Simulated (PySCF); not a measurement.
# Relaxation of singlet Ca₂Cl⁺

These are results of PySCF, PBE0, basis Cl def2-TZVP, Ca def2-TZVP (no relativity, density fitting), not measurements. A (50,194) grid was used.

A start displaced from a saddle point along its imaginary mode, of C2v symmetry, held to at least that symmetry:

```xyz
3
charge 1 multiplicity 1, angstrom
Cl   -0.2500    0.0000    0.0000
Ca    0.1094    0.0000    2.6034
Ca    0.1094    0.0000   -2.6034
```

Task: What does it relax to?

Result: It ends at C2v with Ca–Ca 3.353 Å, Cl–Ca 2.594 Å (×2); Ca–Ca–Cl 49.7° (×2), Ca–Cl–Ca 80.5° (after a last refinement on a finer grid). A frequency run shows a minimum. Other isomers or separated fragments may lie lower.

Task: How much energy is released, and in how many steps?

Result: 86.5 kJ/mol in 19 steps.
